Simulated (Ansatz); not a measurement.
C2H9BSSi. Total charge 0; spin multiplicity 1. The bonds changed during the relaxation, so this is another structure than the one it started from. Geometry: relaxed with PBE0-D4/def2-TZVP. It is one conformer, not always the lowest.

```xyz
14

C    -0.088    1.621   -1.745
S     0.882    0.571   -0.653
C     0.014   -1.028   -0.809
B    -0.479   -0.321    0.501
Si    0.299   -0.827    2.279
H     0.077    2.654   -1.441
H    -1.143    1.374   -1.636
H     0.239    1.483   -2.775
H     0.738   -1.837   -0.780
H    -0.592   -1.046   -1.712
H    -1.500    0.308    0.454
H     1.688   -1.365    2.141
H     0.371    0.312    3.239
H    -0.506   -1.900    2.938
```

Q: What is the dipole moment at B3LYP/def2-TZVPP? (Best estimate.)

A: Computed: 4.09 D, with components (-0.10, 1.45, -3.82) D in this frame, pointing from negative to positive charge.

Q: And with PBE, r2SCAN, ωB97M-V? (An estimate is asked.)

A: Ansatz gave: PBE 4.14 D, r2SCAN 4.15 D, ωB97M-V 4.10 D.

Q: Give the Mulliken charges with B3LYP, ωB97M-V, PBE in def2-TZVPP. (Best estimate.)

A: Computed: 
```tsv
atom	B3LYP	ωB97M-V	PBE
C1	-0.27	-0.34	-0.26
S2	0.04	0.11	0.06
C3	-0.24	-0.29	-0.19
B4	0.02	-0.11	-0.03
Si5	0.09	0.00	0.03
H6	0.13	0.14	0.12
H7	0.13	0.14	0.13
H8	0.13	0.15	0.13
H9	0.12	0.14	0.12
H10	0.12	0.14	0.11
H11	0.01	0.07	0.01
H12	-0.10	-0.06	-0.08
H13	-0.09	-0.05	-0.07
H14	-0.09	-0.05	-0.07
```

B3LYP here is the variant with VWN-RPA as its local correlation; programs differ in this.
